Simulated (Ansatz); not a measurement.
**Worked example: GeH3(SH) + SiH3(SiH3) → SiH3(GeH3) + SiH3(SH)**

Species: GeH3(SH), singlet; SiH3(SiH3) (disilane), singlet; SiH3(GeH3), singlet; SiH3(SH) (sulfanylsilane), singlet. The partners trade SH for SiH3: Ge–SH and Si–SiH3 bonds give way to Ge–SiH3 and Si–SH.

Shapes, held fixed at every level: PBE0-D4/def2-TZVP. Programs: Ansatz 0.2.0. The zero-point and thermal change to 298 K, harmonic and unscaled (PBE0-D4/def2-TZVP), is +0.7 kJ/mol.

At CCSD(T)/def2-TZVPP; 1 Eh = 2625.50 kJ/mol:

| species | energy (Eh) |
| --- | --- |
| GeH3(SH) | -2475.752636 |
| SiH3(SiH3) | -581.690342 |
| SiH3(GeH3) | -2368.247189 |
| SiH3(SH) | -689.205236 |

Q: Work out ΔH(298 K) of the reaction at this level.

A: 
1. Products less reactants: (-2368.247189) + (-689.205236) − [(-2475.752636) + (-581.690342)] = -0.009447 Eh = -24.8 kJ/mol.
2. With the thermal change: -24.8 + (+0.7) = -24.1 kJ/mol.

Other levels give -27.6 (wB97M-V/def2-TZVPP) to -19.7 kJ/mol (CCSD(T)/def2-SVP). No measured value is set beside it here. Relativity is left out for Ge unless named. Correlated rows may include outer-core shells of Ge, which these sets cover unevenly.
